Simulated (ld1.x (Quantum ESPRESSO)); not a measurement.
What the settings do to the TM potential of oxygen

Base potential:

oxygen (O), norm-conserving Troullier–Martins (Kleinman–Bylander form), made with ld1.x (Quantum ESPRESSO) 7.5 (BLYP, scalar-relativistic). Core [He], reference 2s2 2p3.5 (charge +0.5). Waves: 2s (bound): rc 0.70 bohr; 2p (bound): rc 1.65 bohr. Local part: all-electron potential smoothed inside 0.65 bohr (lloc = -1). Core correction: a·sin(br)/r model core, default radius (core density twice the valence density).

Cutoffs, loose and tight: the cutoffs (Ry, on a coarse ladder) from which the occupation-weighted sum of valence levels, in a spherical-Bessel basis at the reference potential, stays within 10 and 1 mRy of its value at 400 Ry. They do not see the model core or the augmentation charge, which bear on the density cutoff. Test errors are all-electron minus pseudo excitation energies from the reference, over the configurations 2s2 2p4; 2s2 2p3; 2s2 2p2; 2s2 2p4.3; 2s0 2p6; 2s2 2p0; 2s1 2p4. A dash means not determined; rows that change the core or the reference have their own tests.

A true bound ghost makes a file unfit for plane-wave use even where its test errors are small: the radial tests pick states by their node count and pass the ghost by.

| change | outcome | cutoff, loose | cutoff, tight | bound ghosts | largest test error (meV) |
| --- | --- | --- | --- | --- | --- |
| base | generated | 80 Ry | 200 Ry | none | +2967 |
| local potential all-electron potential smoothed inside 0.66 bohr (lloc = -1) | generated | 80 Ry | 200 Ry | none | +2967 |
| local potential all-electron potential smoothed inside 0.84 bohr (lloc = -1) | generated | 80 Ry | 200 Ry | none | +2959 |
| local potential all-electron potential smoothed inside 1.00 bohr (lloc = -1) | generated | 90 Ry | 200 Ry | none | +2944 |
| local potential all-electron potential smoothed inside 1.08 bohr (lloc = -1) | generated | 90 Ry | 200 Ry | none | +2931 |
| local potential all-electron potential smoothed inside 1.32 bohr (lloc = -1) | generated | 90 Ry | 200 Ry | none | +2820 |
| local potential all-electron potential smoothed inside 1.46 bohr (lloc = -1) | generated | 90 Ry | 200 Ry | none | +2564 |
| local potential all-electron potential smoothed inside 1.74 bohr (lloc = -1) | generated | 90 Ry | 200 Ry | none | +3379 |
| local potential all-electron potential smoothed inside 1.86 bohr (lloc = -1) | generated | 90 Ry | 200 Ry | none | +3155 |

(1) What comes out with this change to the base: local potential all-electron potential smoothed inside 1.54 bohr (lloc = -1)?

Results:

(1) outcome: generated; cutoff, loose: 90 Ry; cutoff, tight: 200 Ry; bound ghosts: s; largest test error (meV): +1922.

Reading the sweep of the rcloc (base included, trends over the rows without a ghost): The loose cutoff stays near 90 Ry. The median size of the test errors (rows with all tests solved) stays near 34.3 meV. Bound ghosts are found at 1.54 bohr.
